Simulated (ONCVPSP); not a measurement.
**Before and after: ONCV potential for copper**

| Property | Result |
| --- | --- |
| Element | Cu |
| Generator | ONCVPSP 4.0.1 |
| Type | optimised norm-conserving Vanderbilt (ONCV) |
| Functional | PBE |
| Relativity | scalar-relativistic |
| Frozen core | [Ar] |
| Valence charge | 11 |
| Reference configuration | 3d10 4p1 |
| Partial waves | s scattering state at 0.17 Ha: rc 2.70 bohr, ncon 4, nbas 8, qcut 2.1 1/bohr, 2 projectors, debl 3.1 Ha; 4p: rc 3.15 bohr, ncon 3, nbas 6, qcut 2.9 1/bohr, 3 projectors, debl 3.4 Ha; 3d: rc 1.00 bohr, ncon 5, nbas 10, qcut 15.9 1/bohr, 2 projectors, debl 2.7 Ha |
| Local potential | polynomial inside 0.90 bohr (lpopt 5, dvloc0 0 Ha) |
| Core correction | Teter function, fcfact 5.25, rcfact 1.5 |

In the s channel the program set the typed energies aside and used 0.050, 3.150 Ha.

Change: p: rc 2.32.

Cutoffs: the cutoffs (Ha) at which the residual kinetic energy of the hardest occupied pseudo-wave falls to 1 and 0.1 mHa per electron; they do not see the model core or the augmentation charge, which bear on the density cutoff. Errors are all-electron minus pseudo energies relative to the spin-unpolarised reference configuration.

Problem. How do hardness, ghosts and transferability respond?

Solution. The potential gets neither clearly harder nor softer (102 Ha and 115 Ha → 102 Ha and 115 Ha); both files keep a bound ghost (s); of the 3 tests that both files solve, the error grows in 0 and shrinks in 2 by more than 15 % and 0.3 meV (median size 54.7 → 58.0 meV).

```tsv
quantity	base	changed
cutoff, loose	102 Ha	102 Ha
cutoff, tight	115 Ha	115 Ha
loose cutoff by channel	p 1.4 Ha, d 102 Ha	p 1.6 Ha, d 102 Ha
bound ghosts	s	s
GHOST(+) flags under 300 eV	p at 69.4 eV, p at 184.4 eV	p at 198.7 eV
tests with a reliable result	3 of 4	3 of 4
error for 3d10 4p0, meV [ΔE 4.01 eV]	-1.7	-1.0
error for 3d9 4p0, meV [ΔE 25.34 eV]	-85	-71
error for 3d9 4s2 4p0, meV [ΔE -2.17 eV]	+55	+58
s: phases at 2.74 bohr within 0.05 rad from the reference energy up to (Ha; the scan ends near 5)	1.6	1.6
d: phases at 1.01 bohr within 0.05 rad from the reference energy up to (Ha; the scan ends near 5)	to the end of the scan	to the end of the scan
rms error of d²Exc/dni dnj with the model core, mHa	0.99	0.99
```

 A true bound ghost makes a file unfit for plane-wave use even where its test errors are small: the radial tests pick states by their node count and pass the ghost by.
